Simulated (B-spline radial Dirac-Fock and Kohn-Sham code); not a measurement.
**Muonic X-ray lines of ¹⁸¹Ta**

Nucleus: ¹⁸¹Ta, Gaussian distribution, rms radius 5.3507 fm (measured, Angeli and Marinova 2013).

The run's input, task.json:

```json
{"items": [{
  "Z": 73,
  "q": 0,
  "cfg": [[1, 0, 2], [2, 0, 2], [2, 1, 6], [3, 0, 2], [3, 1, 6], [3, 2, 10], [4, 0, 2], [4, 1, 6], [4, 2, 10], [4, 3, 14], [5, 0, 2], [5, 1, 6], [5, 2, 3], [6, 0, 2]],
  "A": 181,
  "rrms": 5.3507,
  "do": "muonic",
  "nuclei": [[181, 180.947999, 5.3507, "measured", "gauss"]]
}]}
```

Launch: `python xray2_run.py task.json out`

Level of theory: the Dirac equation of a negative muon with reduced mass in the field of a spherical finite nucleus, with the Uehling potential to all orders; nuclear polarisation, deformation, hyperfine structure, self-energy, higher-order vacuum polarisation, relativistic recoil and electron screening are left out; an atomic code on a B-spline grid. For strongly deformed nuclei the low levels mix with nuclear rotations, which this model lacks.

| transition | energy (keV) | point nucleus, no QED (keV) |
| --- | --- | --- |
| 2p3/2 → 1s1/2 | 5462 | 12420 |
| 2p1/2 → 1s1/2 | 5321 | 12090 |
| 3p3/2 → 1s1/2 | 7497 | 14520 |
| 3d5/2 → 2p3/2 | 2015 | 2136 |
| 3d3/2 → 2p1/2 | 2129 | 2433 |
| 4f7/2 → 3d5/2 | 741.1 | 737.4 |
| 4f5/2 → 3d3/2 | 762.3 | 759.4 |
| 5g9/2 → 4f7/2 | 341.1 | 339.6 |
| 6h11/2 → 5g9/2 | 184.6 | 184.0 |

The 2p fine-structure splitting is 141.4 keV, and 2s lies 848.2 keV above 2p1/2.

Values without a named source are computed, but for edge energies of neutral atoms, which are taken from tables.
